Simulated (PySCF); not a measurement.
HI. Atoms are numbered in the order given.

```xyz
2

I      0.0000     0.0000    -0.0298
H      0.0000     0.0000     1.5802
```

Coordinates come from a PBE0-D3(BJ)/def2-TZVPD optimisation. The def2 effective core potentials stand for the cores of I; spin–orbit coupling is left out.

Calculation: r2SCAN/def2-TZVPD (PySCF).

Mulliken values depend strongly on the basis, most of all with diffuse functions as here. ESP charges are fitted to the potential on shells at 1.4 to 2.0 van der Waals radii. Atomic charges (e):

```
atom  ESP fit  Mulliken
----  -------  --------
I1      -0.12     -0.14
H2       0.12      0.14
```
